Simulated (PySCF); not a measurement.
CI3, SMILES I[C-](I)I, charge -1. Atoms are numbered in the order given.

```xyz
4

C      0.0000     0.0000    -0.8673
I     -1.8440     1.0646     0.0327
I      0.0000    -2.1293     0.0327
I      1.8440     1.0646     0.0327
```
Charge -1, spin multiplicity 1.

Geometry: B3LYP-D3(BJ)/def2-SVPD. The def2 effective core potentials stand for the cores of I; spin–orbit coupling is left out.

Calculation: PBE/def2-SVPD (PySCF).

Symmetry labels are those of the subgroup Cs that the program uses (full group C3v).

### Question
List the valence orbital energies around the gap with their symmetry. (Estimate from the structure and the level; the computed values follow.)

### Answer

| orbital | symmetry | energy (eV) |
|---|---|---|
| HOMO−7 | A' | -4.58 |
| HOMO−6 | A' | -3.56 |
| HOMO−5 | A' | -2.57 |
| HOMO−4 | A" | -2.57 |
| HOMO−3 | A" | -2.01 |
| HOMO−2 | A' | -2.01 |
| HOMO−1 | A" | -1.73 |
| HOMO | A' | -1.07 |
| LUMO | A' | 0.70 |
| LUMO+1 | A" | 1.92 |
| LUMO+2 | A' | 1.92 |
| LUMO+3 | A" | 3.18 |
